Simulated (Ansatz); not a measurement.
Abridged output of a molecular run in Ansatz:

```
Functional definition: HF
  name "HF"
  cite "Fock, Z. Phys. 61, 126 (1930) doi:10.1007/BF01340294"
  parent pbe
  exchange = exact_x
  correlation = 0
1537 factors; integrals over basis functions are off by at most 7.9e-4 eV
mean field evaluation 1: about -25936.1428 eV, gradient 5.3e1 eV
mean field evaluation 2: about -25936.4110 eV, gradient 5.4e1 eV
mean field evaluation 4: about -25941.1358 eV, gradient 2.9e0 eV
mean field evaluation 8: about -25941.1948 eV, gradient 2.4e-1 eV
mean field -25941.19494853 eV, -953.3213307851 hartree, gradient 2.8e-6 eV, S^2 0.000000; 0 other end points of the search recorded, 0 dependent functions left out
14 core orbitals not correlated: weight in the atoms' cores, before any rotation towards them, 1.000 or more for the frozen orbitals, at most 0.000 for the correlated occupied ones
reference -25941.19494853 eV, -953.3213307851 hartree; 19, 19 occupied and 217, 217 virtual orbitals, 1537 factors
second order -32.89321498 eV of doubles, -0.00000000 eV of singles
cycle   1  -32.67877962 eV  change    2.1e-1 eV  update   1.2e-1
cycle   2  -33.35421640 eV  change   -6.8e-1 eV  update   3.2e-2
cycle   3  -33.51178254 eV  change   -1.6e-1 eV  update   1.6e-2
cycle   4  -33.48822358 eV  change    2.4e-2 eV  update   3.0e-3
cycle   5  -33.48617456 eV  change    2.0e-3 eV  update   1.3e-3
cycle   6  -33.48738780 eV  change   -1.2e-3 eV  update   3.5e-4
cycle   7  -33.48724274 eV  change    1.5e-4 eV  update   1.1e-4
cycle   8  -33.48715190 eV  change    9.1e-5 eV  update   3.0e-5
cycle   9  -33.48715072 eV  change    1.2e-6 eV  update   1.1e-5
perturbative correction -0.98440535 eV, -0.0361762294 hartree
Total energy: -25975.66650461 eV, -954.5881371051 hartree
```

Its atoms:

Z-matrix (Å, degrees):
```
Si
O 1 1.623
F 1 1.589 2 107.7
H 1 1.476 2 109.9 3 117.4
H 1 1.476 2 109.3 3 -117.1
Si 2 1.601 1 165.5 3 -149.5
F 6 1.580 2 109.2 1 -81.5
F 6 1.580 2 109.6 1 35.4
H 6 1.463 2 111.6 1 157.1
```

Q: Which basis set was used?
A. cc-pV(D+d)Z
B. def2-TZVPPD
C. def2-QZVPP
D. def2-TZVPP

A: D. It gives 250 functions.

Q: Write the keys of the input that set method, charge and spin (a neutral closed shell needs none for the last two).

A: 
```yaml
correlation: {method: ccsd_t}
```
